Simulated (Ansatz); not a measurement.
Z-matrix (Å, degrees):
```
Sn
F 1 1.934
N 1 2.003 2 109.1
H 1 1.697 2 104.6 3 -117.2
H 1 1.697 2 104.6 3 117.2
H 3 1.011 1 114.8 2 63.2
H 3 1.011 1 114.8 2 -63.3
```

Total charge 0; spin multiplicity 1. Sn takes the def2 core potential.

Q: List the PBE/def2-TZVPP orbital energies in eV (the Gaussian-basis code of Ansatz). (Best estimate.)

A: Ansatz gave: Occupied: -658.30, -380.38, -133.59, -89.57, -89.50, -89.50, -27.98, -26.13, -26.01, -25.92, -25.92, -25.40, -20.79, -13.04, -11.96, -9.58, -9.06, -9.00, -8.13, -7.80, -6.40. Lowest empty: -1.23, -0.80, -0.43, 1.13, 1.32, 1.60, 2.58, 2.74.
